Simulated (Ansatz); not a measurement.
Consider the formal exchange of groups at a C–C bond: `C=C=CCC` + `[CH3][GeH3]` → `C[CH2][GeH2][CH3]` + `C=C=C`.

Gas-phase electronic energies from Ansatz, PBE0-D4/def2-TZVP geometries. CCSD(T)/CBS is the MP2 limit (def2-TZVPP, def2-QZVPP) plus CCSD(T) − MP2 in def2-TZVPP, frozen cores. This one scheme is used for every species. Functionals use def2-TZVPP. B3LYP here is the variant with VWN-RPA as its local correlation; programs differ in this. HSE06 is defined as in plane-wave codes. For Ge outer-core shells are correlated without core-valence functions, which leaves a few kJ/mol of doubt a bond. Scalar relativity is left out up to krypton. Each species was taken in one conformer, which may not be the lowest.

| level | ΔE (kJ/mol) | difference from CCSD(T)/CBS |
| --- | --- | --- |
| LDA (SPW92) | -5.1 | 10.2 |
| PBE-D4 | -11.4 | 3.9 |
| revPBE-D4 | -10.7 | 4.6 |
| BLYP-D4 | -12.7 | 2.6 |
| B97M-V | -6.9 | 8.4 |
| PBE0-D4 | -10.9 | 4.4 |
| B3LYP-D4 | -12.1 | 3.2 |
| r2SCANh-D4 | -12.0 | 3.3 |
| r2SCAN0-D4 | -11.6 | 3.7 |
| HSE06-D4 | -10.9 | 4.4 |
| BHLYP-D4 | -11.6 | 3.7 |
| CAM-B3LYP-D4 | -10.0 | 5.3 |
| ωB97X-V | -11.5 | 3.8 |
| ωB97M-V | -13.6 | 1.7 |
| PBE-QIDH | -11.4 | 3.9 |
| PBE | -9.7 | 5.6 |
| revPBE | -10.4 | 4.9 |
| BLYP | -9.8 | 5.5 |
| r2SCAN | -11.8 | 3.5 |
| r2SCANh | -11.6 | 3.7 |
| r2SCAN0 | -11.1 | 4.2 |
| HSE06 | -9.3 | 6.0 |
| CAM-B3LYP | -8.3 | 7.0 |
| LC-ωPBE | -10.3 | 5.0 |
| RPA@PBE/def2-TZVPP | -14.3 | 1.0 |
| HF/def2-SVP | 0.5 | 15.8 |
| MP2/def2-SVP | -0.1 | 15.2 |
| CCSD/def2-SVP | 0.2 | 15.5 |
| CCSD(T)/def2-SVP | 0.7 | 16.0 |
| HF/def2-TZVPP | -5.8 | 9.5 |
| MP2/def2-TZVPP | -15.9 | -0.6 |
| SCS-MP2/def2-TZVPP | -13.7 | 1.6 |
| CCSD/def2-TZVPP | -14.7 | 0.6 |
| CCSD(T)/def2-TZVPP | -15.1 | 0.2 |
| HF/def2-QZVPP | -4.7 | 10.6 |
| MP2/def2-QZVPP | -15.6 | -0.3 |
| SCS-MP2/def2-QZVPP | -13.3 | 2.0 |
| HF/CBS(def2) | -4.5 | 10.8 |
| MP2/CBS(def2) | -16.1 | -0.8 |
| CCSD/CBS(def2) | -14.9 | 0.4 |
| CCSD(T)/CBS | -15.3 | 0 |

Largest T1 diagnostic among the species: 0.012.

In def2-TZVPP, CCSD(T) changes the Hartree–Fock value by −9.3 kJ/mol (the triples alone add −0.4 kJ/mol) and MP2 by −10.1 kJ/mol. Leaving LDA and LC-ωPBE aside and taking each functional with its dispersion term where it has one, the values spread over 6.7 kJ/mol, from ωB97M-V to B97M-V. LDA lies +4.5 kJ/mol from PBE without D4. At CCSD(T), def2-SVP lies +16.0 kJ/mol from the extrapolated value and def2-TZVPP +0.2 kJ/mol.
